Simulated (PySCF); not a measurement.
H6GeSSi (SMILES [SiH3][S][GeH3]), singlet, at a GFN2-xTB geometry, atoms displaced at random by about 0.08 Å a coordinate; TPSS/6-31G, gradient run with PySCF.

Here is a job for PySCF.
```python
from pyscf import gto, scf, dft

mol = gto.M(
    atom='''
Si    2.10318657   -0.06987773    0.43243080
S     0.46845982   -0.10634572   -1.01125137
Ge   -1.16051895   -0.02692650    0.15006838
H     3.19205064   -0.35391812   -0.44879614
H     2.05145800    1.07700062    1.16179412
H     1.86630580   -1.17467896    1.19321815
H    -1.41777854   -0.80545189    1.11312682
H    -2.40055114    0.04593652   -0.66545241
H    -1.14244472    1.42802266    0.85624080
''',
    basis='6-31g',
    verbose=4,
)

mf = dft.RKS(mol)
mf.xc = 'tpss'
mf.grids.level = 1
mf.kernel()
g = mf.nuc_grad_method()
g.grid_response = True
grad = g.kernel()
```

Question: Predict the main parts of the log of this PySCF run.

Answer: 
```
PySCF version 2.14.0

[INPUT] verbose = 4
[INPUT] num. atoms = 9
[INPUT] num. electrons = 68
[INPUT] charge = 0
[INPUT] spin (= nelec alpha-beta = 2S) = 0
[INPUT] symmetry False subgroup None
[INPUT] Mole.unit = angstrom
[INPUT] Symbol           X                Y                Z      unit          X                Y                Z       unit  Magmom
[INPUT]  1 Si     2.103186570000  -0.069877730000   0.432430800000 AA    3.974446606163  -0.132049771906   0.817175779827 Bohr   0.0
[INPUT]  2 S      0.468459820000  -0.106345720000  -1.011251370000 AA    0.885260760163  -0.200964285320  -1.910988132391 Bohr   0.0
[INPUT]  3 Ge    -1.160518950000  -0.026926500000   0.150068380000 AA   -2.193062977868  -0.050883710493   0.283588138157 Bohr   0.0
[INPUT]  4 H      3.192050640000  -0.353918120000  -0.448796140000 AA    6.032101485343  -0.668808317321  -0.848101790362 Bohr   0.0
[INPUT]  5 H      2.051458000000   1.077000620000   1.161794120000 AA    3.876693776048   2.035236207787   2.195472699930 Bohr   0.0
[INPUT]  6 H      1.866305800000  -1.174678960000   1.193218150000 AA    3.526806826687  -2.219821518689   2.254855510360 Bohr   0.0
[INPUT]  7 H     -1.417778540000  -0.805451890000   1.113126820000 AA   -2.679213145886  -1.522083478613   2.103504831708 Bohr   0.0
[INPUT]  8 H     -2.400551140000   0.045936520000  -0.665452410000 AA   -4.536384202612   0.086807441916  -1.257522803832 Bohr   0.0
[INPUT]  9 H     -1.142444720000   1.428022660000   0.856240800000 AA   -2.158907633255   2.698571727073   1.618060608678 Bohr   0.0

nuclear repulsion = 352.782581824514
number of shells = 37
number of NR pGTOs = 206
number of NR cGTOs = 65
basis = 6-31g
ecp = {}

******** <class 'pyscf.dft.rks.RKS'> ********
method = RKS
initial guess = minao
damping factor = 0
level_shift factor = 0
DIIS = <class 'pyscf.scf.diis.CDIIS'>
diis_start_cycle = 1
diis_space = 8
diis_damp = 0
SCF conv_tol = 1e-09
SCF conv_tol_grad = None
SCF max_cycles = 50
direct_scf = True
direct_scf_tol = 1e-13
XC library pyscf.dft.libxc version 7.1.2
    S. Lehtola, C. Steigemann, M. J. T. Oliveira, and M. A. L. Marques,  SoftwareX 7, 1–5 (2018)
XC functionals = tpss
    J. Tao, J. P. Perdew, V. N. Staroverov, and G. E. Scuseria,  Phys. Rev. Lett. 91, 146401 (2003)
    J. P. Perdew, J. Tao, V. N. Staroverov, and G. E. Scuseria,  J. Chem. Phys. 120, 6898 (2004)
    J. Tao, J. P. Perdew, V. N. Staroverov, and G. E. Scuseria,  Phys. Rev. Lett. 91, 146401 (2003)
    J. P. Perdew, J. Tao, V. N. Staroverov, and G. E. Scuseria,  J. Chem. Phys. 120, 6898 (2004)
radial grids:
    Treutler-Ahlrichs [JCP 102, 346 (1995); DOI:10.1063/1.469408] (M4) radial grids

becke partition: Becke, JCP 88, 2547 (1988); DOI:10.1063/1.454033
pruning grids: <function nwchem_prune>
grids dens level: 1
symmetrized grids: False
atomic radii adjust function: <function treutler_atomic_radii_adjust>
small_rho_cutoff = 0
Set gradient conv threshold to 3.16228e-05
Initial guess from minao.
tot grids = 34976
init E= -2767.58974072193
  HOMO = -0.288427046590894  LUMO = -0.061804402838209  gap/eV = 6.16672
cycle= 1 E= -2767.76536604165  delta_E= -0.176  |g|= 0.286  |ddm|= 2.86
  HOMO = -0.175272324311333  LUMO = -0.0355713842145415  gap/eV = 3.80146
cycle= 2 E= -2767.7362862985  delta_E= 0.0291  |g|= 0.414  |ddm|= 1.27
  HOMO = -0.225848116508163  LUMO = -0.0406934842636133  gap/eV = 5.03831
cycle= 3 E= -2767.79500997485  delta_E= -0.0587  |g|= 0.0395  |ddm|= 0.811
  HOMO = -0.220861205097612  LUMO = -0.0381975098589056  gap/eV = 4.97053
cycle= 4 E= -2767.79563961308  delta_E= -0.00063  |g|= 0.0142  |ddm|= 0.106
  HOMO = -0.223064956730427  LUMO = -0.0396908937802594  gap/eV = 4.98986
cycle= 5 E= -2767.7956998022  delta_E= -6.02e-05  |g|= 0.00277  |ddm|= 0.0223
  HOMO = -0.223144301235454  LUMO = -0.0398402680052392  gap/eV = 4.98796
cycle= 6 E= -2767.79570083417  delta_E= -1.03e-06  |g|= 0.000499  |ddm|= 0.00331
  HOMO = -0.223108976463124  LUMO = -0.0397419315069851  gap/eV = 4.98967
cycle= 7 E= -2767.79570093996  delta_E= -1.06e-07  |g|= 8.95e-05  |ddm|= 0.0012
  HOMO = -0.223106494895815  LUMO = -0.0397448764424757  gap/eV = 4.98952
cycle= 8 E= -2767.79570094298  delta_E= -3.01e-09  |g|= 1.97e-05  |ddm|= 0.000233
  HOMO = -0.223105730577617  LUMO = -0.0397436711645334  gap/eV = 4.98954
cycle= 9 E= -2767.79570094313  delta_E= -1.55e-10  |g|= 4.1e-06  |ddm|= 5.62e-05
  HOMO = -0.223105572037747  LUMO = -0.0397441539011427  gap/eV = 4.98952
Extra cycle  E= -2767.79570094315  delta_E= -2e-11  |g|= 4.22e-06  |ddm|= 2.16e-05
converged SCF energy = -2767.79570094315

******** <class 'pyscf.grad.rks.Gradients'> for <class 'pyscf.dft.rks.RKS'> ********
unit = Eh/Bohr
grid_response = True
--------------- RKS gradients ---------------
         x                y                z
0 Si    -0.0022427767     0.0098840652     0.0472859303
1 S    -0.0753613211     0.0103067976     0.0831659459
2 Ge     0.0635799376    -0.1357457264     0.0347509252
3 H    -0.0251480910    -0.0021297769     0.0098464640
4 H    -0.0036294061    -0.0534269576    -0.0324487423
5 H     0.0068238963     0.0484482320    -0.0407245784
6 H     0.0233095130     0.1083140528    -0.1214506341
7 H     0.0122684770     0.0012859322     0.0152371915
8 H     0.0003997710     0.0130633810     0.0043374979
----------------------------------------------
```
